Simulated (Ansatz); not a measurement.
Consider the atomization: `C[SiH2]N[SiH2]O` → C• + 9 H• + N• + O• + 2 Si•.

Computed with Ansatz on PBE0-D4/def2-TZVP structures; ΔE is electronic, products minus reactants. CBS: MP2 limit from def2 TZ/QZ plus the TZ coupled-cluster correction, frozen cores. This one scheme is used for every species, atoms too. No spin–orbit coupling; open shells (•) take unrestricted orbitals. Spin–orbit coupling would lower the free atoms: a little for C, O, Si. Each species was taken in one conformer, which may not be the lowest.

```json
{"level": "MP2/CBS(def2)", "ΔE (kcal/mol)": "1203.3"}
{"level": "CCSD/CBS(def2)", "ΔE (kcal/mol)": "1180.4"}
```

Q: What does CCSD(T)/CBS give? (Estimate.)

A: Ansatz gave: +1193.8 kcal/mol. The listed levels differ from it by 9.5, -13.4 kcal/mol.

Largest T1 diagnostic among the species: 0.012.

In def2-TZVPP, CCSD(T) changes the Hartree–Fock value by +283.5 kcal/mol (the triples alone add +13.5 kcal/mol) and MP2 by +293.0 kcal/mol; breaking electron pairs costs correlation energy, which Hartree–Fock lacks. The D4 term adds +11.3 kcal/mol with B3LYP and +6.0 kcal/mol with PBE0; it sums over pairs of atoms, weighted by their polarisabilities, and B3LYP, whose exchange is more repulsive, gets the larger term.

B3LYP here is the variant with VWN-RPA as its local correlation; programs differ in this.

For atomizations the MP2-based limit and the directly extrapolated one differ by several kJ/mol either way, and by 10 to 25 for some Ge, Se and Sn compounds, so smaller differences from it don't rank the levels.
